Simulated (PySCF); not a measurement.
## How methods differ on the excitation energy of Cu

Cu [Ar] 3d10 4s1 (2S) → Cu [Ar] 3d9 4s2 (2D), as a difference of total energies. Calculation: PySCF 2.14, in aug-cc-pwCVDZ-PP with ECP10MDF; scalar relativity through the core potential. Correlated levels: valence: 3s2 3p6 frozen. The calculations carry no spin-orbit coupling.

```
           method  excitation energy (cm⁻¹)  error (cm⁻¹)
              UHF                   -1899.8        -13919
    MP2 (valence)                     18168         +6148
SCS-MP2 (valence)                     14289         +2269
   CCSD (valence)                    8537.6         -3482
CCSD(T) (valence)                     10017         -2003
```

Reference: 12020 cm⁻¹ (measured; NIST levels, between the centres of gravity of the two terms).

Errors of the correlated levels include the incompleteness of this basis and the frozen core.
